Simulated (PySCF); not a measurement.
Relaxation of doublet IrOI₂

Method: PySCF, UPBE0, basis Ir def2-SVP with ECP60, O def2-SVP, I def2-SVP with ECP28 (scalar-relativistic core potentials, no spin–orbit coupling, density fitting). A (50,194) grid was used.

A hand-made trigonal planar start, of C2v symmetry, held to at least that symmetry:

Coordinates in bohr (charge 0 multiplicity 2):
```
Ir   -0.6046   -1.0471    0.0000
O    -2.2298   -3.8620    0.0000
I     4.2142   -1.0472    0.0000
I    -3.0139    3.1261    0.0000
```

Task: What does it relax to?

Result: It ends at C2v with Ir–I 2.522 Å (×2), Ir–O 1.673 Å; I–Ir–I 118.9°, I–Ir–O 120.6° (×2) (after a last refinement on a finer grid). The frequency run here used a shortcut that can spoil soft modes, so no verdict on minimum or saddle point is given. Other isomers or separated fragments may lie lower.

Task: How much energy is released, and in how many steps?

Result: 7.1 kJ/mol in 4 steps.

Open d and f shells are described by one determinant, and the ground state may have another occupation or spin. Spin–orbit coupling, left out here, can matter for elements this heavy.
